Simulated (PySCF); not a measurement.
A calculated (TPSSh, PySCF 2.14, x2c-TZVPPall, scalar relativity by spin-free X2C-1e) atom or ion has these occupied shells.

```csv
shell,electrons,orbital energy (eV),"rms radius, mean of both spins (bohr)"
1s α,1,-40249.4,0.0280
1s β,1,-40249.4,0.0280
2s β,1,-6450.2,0.114
2s α,1,-6450.2,0.114
2p α,3,-5780.4,0.102
2p β,3,-5780.4,0.102
3s α,1,-1389.6,0.297
3s β,1,-1389.2,0.297
3p α,3,-1174.9,0.297
3p β,3,-1174.5,0.297
3d α,5,-866.89,0.275
3d β,5,-866.52,0.275
4s α,1,-278.80,0.679
4s β,1,-277.53,0.679
4p α,3,-208.51,0.721
4p β,3,-207.16,0.721
4d α,5,-106.27,0.808
4d β,5,-104.75,0.808
5s α,1,-39.083,1.65
5s β,1,-38.162,1.65
5p α,3,-21.864,1.93
5p β,3,-21.119,1.93
6s α,1,-3.592,4.96
6s β,1,-3.491,4.96
4f α,2,-2.018,1.52
```

Q: Name the element and its charge.

A: Ce (cerium, neutral), in [Xe] 4f2 6s2, one real determinant (an excited configuration).
